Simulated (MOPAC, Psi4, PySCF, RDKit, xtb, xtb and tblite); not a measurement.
Two geometries of SMILES OB(O)Cc1cccs1, relaxed at GFN2-xTB with one dihedral held; other torsions can differ between them too.

Structure A

```
16

O     -2.8737     0.1252    -0.8669
B     -2.0283     0.0744     0.1871
O     -0.7344     0.4673     0.1379
C     -2.6106    -0.3550     1.6222
C     -3.8389    -1.1905     1.5371
C     -5.1259    -0.8407     1.7957
C     -6.0499    -1.8901     1.5769
C     -5.4532    -3.0285     1.1509
S     -3.7458    -2.8392     1.0048
H     -2.4997     0.1726    -1.7470
H     -0.3916     0.7641    -0.7065
H     -1.8320    -0.8891     2.1702
H     -2.8418     0.5446     2.1959
H     -5.4111     0.1390     2.1357
H     -7.1097    -1.7940     1.7344
H     -5.8994    -3.9732     0.9122
```

Structure B

```
16

O      2.6364     0.7257    -0.9700
B      2.0570     0.1297     0.1169
O      0.9301    -0.5967     0.0200
C      2.7832     0.1769     1.5564
C      2.5424     1.5029     2.1920
C      1.7056     1.8105     3.2185
C      1.6929     3.1884     3.5413
C      2.5159     3.9167     2.7501
S      3.3267     2.9312     1.5893
H      2.3239     1.5466    -1.3313
H      0.5185    -0.6437    -0.8451
H      3.8559     0.0256     1.4281
H      2.3972    -0.6017     2.2127
H      1.1185     1.0733     3.7364
H      1.0968     3.6094     4.3314
H      2.7078     4.9709     2.7691
```

Q: Which is lower in energy at the level PBE0-D3(BJ)/def2-SVP // GFN2-xTB in Psi4, and by how much?

A: A is lower, by 18.45 kJ/mol (dihedral H10–O1–B2–O3: 20° in A, 80° in B).

E(B) − E(A) in kJ/mol at the other levels, on the same two geometries: GFN2-xTB (xtb and tblite) 28.03; PBE0/def2-SVP // GFN2-xTB (Psi4) 18.92; PBE/def2-SVP // GFN2-xTB (Psi4) 18.74; PBE-D3(BJ)/def2-SVP // GFN2-xTB (Psi4) 18.25; UFF // GFN2-xTB (RDKit) -34.48; PM6, restricted, heats of formation // GFN2-xTB (MOPAC) 10.03; AM1, restricted, heats of formation // GFN2-xTB (MOPAC) 28.92; GFN1-xTB // GFN2-xTB (xtb) 23.09; restricted B3LYP/6-31G*, spherical d, density fitting // GFN2-xTB (PySCF) 19.47; restricted B3LYP/6-311+G**, spherical d, density fitting // GFN2-xTB (PySCF) 19.05; restricted B3LYP/3-21G, density fitting // GFN2-xTB (PySCF) 13.38; restricted M06-2X/6-31G*, spherical d, density fitting // GFN2-xTB (PySCF) 19.02.
